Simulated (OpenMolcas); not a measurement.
# Ni2+: ligand-field states by method

Ni2+ with its 6 nearest fluoride ions at 1.995 Å, on the Mg site of KMgF3 (a = 3.973 Å, distance in the model lattice 1.986 Å). The rest of the host is ab initio model potentials to 7.6 Å, with orthogonalisation functions on the cations behind the ligands, and point charges beyond; the distance is set by hand and nothing relaxes. Ligand basis ANO-RCC-VDZP.
```
Ni    0.0000    0.0000    0.0000
F     1.9950    0.0000    0.0000
F     0.0000    1.9950    0.0000
F    -1.9950    0.0000    0.0000
F     0.0000   -1.9950    0.0000
F     0.0000    0.0000    1.9950
F     0.0000    0.0000   -1.9950
```

```yaml
Program: OpenMolcas
Basis: ANO-RCC-VDZP [5s4p2d1f]
Scalar_Hamiltonian: DKH2, point nucleus
Active_space: 8 electrons in 5 orbitals (3d)
State_averaging: 2S+1 = 3 even, 10 roots; 2S+1 = 1 even, 15 roots
Spin-orbit_coupling: RASSI with atomic mean-field integrals over the reference wave functions
```

I. CASSCF
II. SS-CASPT2, IPEA 0.25 Eh, imaginary shift 0.1 Eh (closed shells correlated: 3s 3p and the ligand valence shells)

Spin-free states (labels of O, the rotations of Oh) in cm-1, each column counted from its own energy of the first state listed:

| State | Degeneracy | I | II |
| --- | --- | --- | --- |
| 3A2 | 1 | 0 | 0 |
| 3T2 | 3 | 7241 | 9150 |
| 3T1 | 3 | 12523 | 14500 |
| 1E | 2 | 18605 | 14750 |
| 1T2 | 3 | 24899 | 23080 |
| 3T1 | 3 | 28306 | 27320 |
| 1A1 | 1 | 29340 | 25760 |
| 1T1 | 3 | 31771 | 30770 |
| 1E | 2 | 36254 | 37120 |
| 1T2 | 3 | 36971 | 37480 |
| 1A1 | 1 | 70141 | 61630 |

From I to II, I's first state of the same spin (3T2) moves from 7241 to 9150 cm-1, by about +1900 cm-1.

From I to II, I's first state of another spin (1E) moves from 18605 to 14750 cm-1, by about -3900 cm-1.

I: A least-squares ligand-field fit to the states below 45000 cm-1, each weighted by its degeneracy and with a free common offset, gives 10Dq = 7093 cm-1, B = 1269 cm-1 and C = 4659 cm-1 (C/B = 3.67), with an rms deviation of 73 cm-1. 

χT at 300 K: I 1.42, II 1.34 cm3 K/mol.

Roots that are degenerate in the reference are averaged as groups; the widest CASPT2 spread within a group is 410 cm-1 (the 3-fold group of multiplicity 3 near 27300 cm-1 above the lowest state of its run, II). Shifts and gaps below about the spread of the groups concerned are not significant. Over all roots computed the reference weight is 0.73 to 0.74 in II; a low but even weight reflects the number of correlated electrons. Ligand-to-metal charge-transfer states are missing. Without dynamic correlation the repulsion within the d shell is too large (B by tens of per cent), so at a given field states of lower spin stand too high (holds for I). With no ligand orbital active B as a rule stays too high, so bands that hang on it stand too high and its fall with covalency is understated (holds for I). With metal d orbitals alone and no dynamic correlation 10Dq can be off by a tenth to a fifth, either way, in oxide and fluoride hosts (holds for I). A single d shell leaves out the double-shell effect, which counts most for late 3d ions, where the CASPT2 field can be off either way by tens of per cent (holds for II). These CASPT2 states fit no ligand-field parameters well, so their order and spin gaps are uncertain (holds for II). For late 3d ions with one d shell CASPT2 can put B and the spin-flip bands somewhat low as well as high (holds for II). With one d shell and no ligand orbital active, 10Dq can be off by tens of per cent for divalent 3d ions, low with halides held by bare charges and at times high in hosts, and the orbital part of g and χT goes as 1/10Dq (holds for II). Free-ion shares, where given, are those of the reference states; single-state CASPT2 does not remix them (holds for II). No measured value stands beside these numbers; the geometry was set by hand and not optimised.
